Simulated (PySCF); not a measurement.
Computed IR spectrum (relative IR intensity) of a molecule C2H5NO2Si. Geometry optimised at PBE-D3(BJ)/def2-SVP. The values are those of a single conformer. Method: PBE-D3(BJ)/def2-SVP run with PySCF. Frequencies are harmonic and unscaled.

Lines under 2 % of the strongest are left out, and lines within 2 cm⁻¹ are merged.

| ν (cm⁻¹) | relative intensity |
|---|---|
| 585 | 2.7 |
| 604 | 5.5 |
| 660 | 6.6 |
| 756 | 2.4 |
| 896 | 34 |
| 949 | 10.0 |
| 1116 | 15 |
| 1174 | 9.6 |
| 1489 | 3.0 |
| 2165 | 12 |
| 2169 | 9.2 |
| 2415 | 100 |
| 2916 | 5.6 |
| 2984 | 3.1 |

### Question
Which molecule gave these data?
(A) O[Si]1(O)C=NC1
(B) COC1=N[SiH2]O1
(C) O[Si@@H]1CN=CO1
(D) CO[SiH2]N=C=O

### Answer
D, CO[SiH2]N=C=O
